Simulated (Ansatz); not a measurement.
`C[O][Sn][Br]` + `C[Si]Cl` → `[Cl][Sn][Br]` + `CO[Si]C` at 700 K and 1 bar (redistribution).

Computed with Ansatz on PBE0-D4/def2-TZVP structures; ΔE is electronic, products minus reactants. CBS: MP2 limit from def2 TZ/QZ plus the TZ coupled-cluster correction, frozen cores. Elements past krypton have def2 core potentials. For Br, Sn outer-core shells are correlated without core-valence functions, which leaves a few kJ/mol of doubt a bond. Scalar relativity is left out up to krypton. One conformer a species, not always the lowest.

```csv
species,CCSD(T)/CBS energy (Eh),H − E (kJ/mol),S (J/(mol·K))
`C[O][Sn][Br]`,-2902.45238,168.5,437.8
`C[Si]Cl`,-788.72093,144.7,366.5
`[Cl][Sn][Br]`,-3247.23683,41.1,371.6
`CO[Si]C`,-443.95718,273.0,430.1
```

H − E and S are ideal-gas, rigid-rotor, harmonic terms from PBE0-D4/def2-TZVP, for one conformer and one mirror image of each species. 1 Eh = 2625.50 kJ/mol, R = 8.31446 J/(mol·K).

Q: By hand: ΔE, ΔH, ΔS and ΔG.

A: ΔE = (-3247.23683) + (-443.95718) − (-2902.45238) − (-788.72093) = -0.02070 Eh = -54.3 kJ/mol. Δ(H − E) = 41.1 + 273.0 − 168.5 − 144.7 = 0.9, so ΔH = -53.4 kJ/mol. ΔS = 371.6 + 430.1 − 437.8 − 366.5 = -2.6 J/(mol·K). ΔG = -53.4 − 700 × (-2.6)/1000 = -51.6 kJ/mol.

Q: By hand: the equilibrium constant, and the temperature at which ΔG would vanish if ΔH and ΔS stayed fixed.

A: log₁₀ K = −ΔG/(RT ln 10) = 3.9. ΔG = 0 at ΔH/ΔS = 20538 K, far beyond where these terms or the molecules hold.

The number of gas molecules stays the same, so ΔS is small and ΔH decides. A doubt of 5 kJ/mol in ΔE shifts log₁₀ K by 0.4 here. Other conformers and mirror images would add mixing entropy, several J/(mol·K) or more a flexible species. Modes under 60 cm⁻¹, often nearly free rotors, make the harmonic entropy too high. These are equilibria of isolated gas molecules and say nothing of rates. Largest T1 diagnostic: 0.015 (customary marks: 0.02 for closed shells, 0.045 for open ones).
